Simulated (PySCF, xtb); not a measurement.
C2H6N2OSi, SMILES N[Si@@H]1COC=N1.

GFN2-xTB (xtb) at its own geometry gives an orbital gap of 3.87 eV and a dipole moment of 1.55 D.

Geometry optimised at B3LYP-D3(BJ)/def2-SVP. The structure was generated by enumeration; whether it is a known compound was not checked. The values are those of a single conformer.

Q: What does r2SCAN/def2-TZVP (PySCF) give? (Estimate from the structure and the level; the computed values follow.)

A: gap 5.46 eV (levels -6.25 and -0.78 eV), dipole 1.75 D.
